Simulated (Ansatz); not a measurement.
Cartesian coordinates in Å:
```
C -0.473 -1.775 -0.317
B -0.582 -0.404 -1.021
C -0.052 0.988 -0.591
C 0.561 1.111 0.805
H -1.303 -1.794 0.406
H -0.607 -2.641 -0.966
H 0.445 -1.897 0.272
H -0.839 1.737 -0.741
H 0.693 1.252 -1.359
H 1.395 0.419 0.937
H -0.175 0.885 1.581
H 0.937 2.120 0.994
```

Charge 0, multiplicity 2.

List the ωB97M-V/def2-TZVPP orbital energies in eV (the Gaussian-basis code of Ansatz). (Best estimate.)

Ansatz gave: α occupied: -281.19, -280.97, -280.84, -187.97, -24.05, -22.37, -20.17, -15.39, -14.96, -14.08, -13.65, -13.31, -13.09, -12.15, -11.27, -6.75. α empty: 1.24, 2.22, 3.21, 3.73, 3.84, 4.14, 4.62, 5.10. β occupied: -281.17, -280.96, -280.82, -187.71, -23.96, -22.26, -20.07, -15.21, -14.91, -13.71, -13.54, -13.14, -12.93, -12.12, -11.10. β empty: 0.89, 1.63, 2.30, 3.20, 3.72, 3.96, 4.21, 4.65. ⟨S²⟩ = 0.751.
